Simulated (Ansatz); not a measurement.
`BCBC` + `F[SiH2][S][AlH2]` → `BCB(C)F` + `[AlH2][S][SiH3]`  (redistribution)

Isolated molecules relaxed with PBE0-D4/def2-TZVP in Ansatz; ΔE leaves out vibrations. CCSD(T)/CBS adds triple-zeta CCSD(T) − MP2 to the extrapolated MP2 energy (def2 sets, frozen cores). Functionals use def2-TZVPP. B3LYP here is the variant with VWN-RPA as its local correlation; programs differ in this. Each species was taken in one conformer, which may not be the lowest.

```json
{"level": "PBE-D4", "ΔE (kJ/mol)": "-22.2", "difference from CCSD(T)/CBS": "-10.3"}
{"level": "PBE0-D4", "ΔE (kJ/mol)": "-20.7", "difference from CCSD(T)/CBS": "-8.8"}
{"level": "B3LYP-D4", "ΔE (kJ/mol)": "-16.9", "difference from CCSD(T)/CBS": "-5.0"}
{"level": "ωB97X-V", "ΔE (kJ/mol)": "-16.9", "difference from CCSD(T)/CBS": "-5.0"}
{"level": "ωB97M-V", "ΔE (kJ/mol)": "-16.6", "difference from CCSD(T)/CBS": "-4.7"}
{"level": "PBE", "ΔE (kJ/mol)": "-22.3", "difference from CCSD(T)/CBS": "-10.4"}
{"level": "HF/def2-TZVPP", "ΔE (kJ/mol)": "-14.6", "difference from CCSD(T)/CBS": "-2.7"}
{"level": "MP2/def2-TZVPP", "ΔE (kJ/mol)": "-13.0", "difference from CCSD(T)/CBS": "-1.1"}
{"level": "SCS-MP2/def2-TZVPP", "ΔE (kJ/mol)": "-12.7", "difference from CCSD(T)/CBS": "-0.8"}
{"level": "CCSD(T)/def2-TZVPP", "ΔE (kJ/mol)": "-17.7", "difference from CCSD(T)/CBS": "-5.8"}
{"level": "HF/def2-QZVPP", "ΔE (kJ/mol)": "-12.2", "difference from CCSD(T)/CBS": "-0.3"}
{"level": "MP2/def2-QZVPP", "ΔE (kJ/mol)": "-8.9", "difference from CCSD(T)/CBS": "3.0"}
{"level": "SCS-MP2/def2-QZVPP", "ΔE (kJ/mol)": "-8.8", "difference from CCSD(T)/CBS": "3.1"}
{"level": "HF/CBS(def2)", "ΔE (kJ/mol)": "-11.9", "difference from CCSD(T)/CBS": "0.0"}
{"level": "MP2/CBS(def2)", "ΔE (kJ/mol)": "-7.3", "difference from CCSD(T)/CBS": "4.6"}
{"level": "CCSD/CBS(def2)", "ΔE (kJ/mol)": "-11.0", "difference from CCSD(T)/CBS": "0.9"}
{"level": "CCSD(T)/CBS", "ΔE (kJ/mol)": "-11.9", "difference from CCSD(T)/CBS": "0"}
```

Largest T1 diagnostic among the species: 0.012.
